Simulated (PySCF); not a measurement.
Species: C₅H₈F₂Si.
Numbering: `[F:1][CH:2]([F:3])[C@H:4]1[CH:5]=[CH:6][CH2:7][SiH2:8]1` (hydrogens: H9 on C2; H10 on C4; H11 on C5; H12 on C6; H13, H14 on C7; H15, H16 on Si8)

Structure used (PBE0-D3(BJ)/def2-SVP), in Å, numbered top down from 1:
```xyz
16
C5H8F2Si angstrom
F      2.704    1.100   -0.817
C      1.997   -0.024   -0.541
F      2.819   -0.859    0.141
C      0.788    0.301    0.298
C     -0.188    1.226   -0.384
C     -1.489    0.904   -0.405
C     -1.952   -0.373    0.246
Si    -0.314   -1.199    0.735
H      1.741   -0.502   -1.504
H      1.187    0.769    1.217
H      0.181    2.153   -0.835
H     -2.221    1.569   -0.877
H     -2.560   -0.984   -0.442
H     -2.597   -0.167    1.119
H      0.012   -2.377   -0.126
H     -0.217   -1.606    2.166
```

All values: PBE0/pcSseg-1 and CAM-B3LYP/def2-SVPD (PySCF, non-relativistic), on one gas-phase PBE0-D3(BJ)/def2-SVP geometry that isn't relaxed in the solvent. The solvent is an IEF-PCM continuum (Bondi radii, 1.10 Å for H, scaled by 1.2). Specific hydrogen bonds and non-electrostatic terms are outside this model.

Gas phase at PBE0/pcSseg-1: HOMO -7.51 eV, LUMO 0.01 eV, dipole 2.60 D.

**Question.** What does the continuum do to the energy, the frontier levels and the dipole at PBE0/pcSseg-1 in chloroform?

**Answer.** 
```
   solvent      ε  E(solvent) − E(gas) (kcal/mol)  polarisation term (kcal/mol)  distortion of the solute (kcal/mol)  HOMO (eV)  LUMO (eV)  dipole (D)
chloroform  4.711                           -2.47                         -2.66                                 0.19      -7.34       0.18        3.01
```

Polarisation term: ½ Σ q·V over the induced surface charges. Distortion: the rise of the solute's own energy as its density leaves the gas-phase optimum.

**Question.** Which radius a makes the point-dipole formula ΔE = −[(ε − 1)/(2ε + 1)]·μ²/a³ give the value in chloroform, with the gas-phase dipole?

**Answer.** μ = 1.024 au and |ΔE| = 0.00394 Eh give a = 2.41 Å; the farthest nucleus lies 3.04 Å from the centroid of the nuclei, so such a sphere wouldn't even hold the nuclei. The formula assumes a rigid point dipole at the centre of a sphere.

**Question.** Give the dipole vector in the frame of the coordinates (D, pointing from negative to positive charge), gas and chloroform.

**Answer.** Gas (-2.60, -0.14, -0.13), solvent (-3.00, -0.18, -0.18). Its length changes by +16 % and its direction by less than 1°.

**Question.** Which Mulliken charges (PBE0/pcSseg-1) respond most in chloroform (means over atoms taken as equivalent)?

**Answer.** 
```csv
atoms,environment,gas (e),solvent (e),change
H9,methine hydrogen,+0.088,+0.105,+0.017
C5,alkene CH carbon,-0.105,-0.117,-0.012
F1,fluorine of a CF2 group,-0.304,-0.315,-0.011
F3,fluorine of a CF2 group,-0.303,-0.313,-0.010
C6,alkene CH carbon,-0.155,-0.164,-0.009
H12,vinylic hydrogen,+0.110,+0.118,+0.008
H13,methylene hydrogen,+0.160,+0.167,+0.007
H14,methylene hydrogen,+0.165,+0.172,+0.007
C2,CHF2 carbon,+0.587,+0.580,-0.007
Si8,SiH2 silicon,+0.710,+0.717,+0.007
H10,methine hydrogen,+0.172,+0.178,+0.006
H15,Si–H hydrogen,-0.071,-0.076,-0.005
```

Gas phase at CAM-B3LYP/def2-SVPD: HOMO -8.86 eV, LUMO 1.00 eV, dipole 2.83 D.

**Question.** What does the continuum do to the energy, the frontier levels and the dipole at CAM-B3LYP/def2-SVPD in chloroform?

**Answer.** 
```csv
solvent,ε,E(solvent) − E(gas) (kcal/mol),polarisation term (kcal/mol),distortion of the solute (kcal/mol),HOMO (eV),LUMO (eV),dipole (D)
chloroform,4.711,-2.70,-2.96,0.26,-8.65,1.22,3.32
```

**Question.** How does the static polarisability (CAM-B3LYP/def2-SVPD, frozen core, with the continuum's full static response) change?

**Answer.** 
```csv
medium,isotropic (au),principal values (au),⟨r²⟩ of the electrons (bohr²)
gas,83.6,"68.1, 86.3, 96.5",1221.9
chloroform,103.8,"85.6, 106.7, 119.0",1221.9
```

The isotropic value in chloroform is 1.24 times the gas-phase one; no cavity-field correction is applied. ⟨r²⟩ is taken about the centre of nuclear charge.
